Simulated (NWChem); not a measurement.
Molecule: CH3AlI2; SMILES [CH3][Al]([I])[I]

Program: NWChem. STO-3G and 3-21G are far too small for this property and stand as cheap habits. Coordinates come from a PBE0/def2-SVP optimisation. def2 effective core potentials on I; no spin-orbit coupling. Field at 589 nm.

For level B3LYP/STO-3G (all-electron, non-relativistic):

- isotropic polarisability (bohr³) = 38.6
- anisotropy (bohr³) = 44.8

Task: How do the values read with level B3LYP/def2-SVP (core potentials) instead?

Result: The isotropic polarisability (bohr³) comes out as 91.3 and the anisotropy (bohr³) is 54.6.
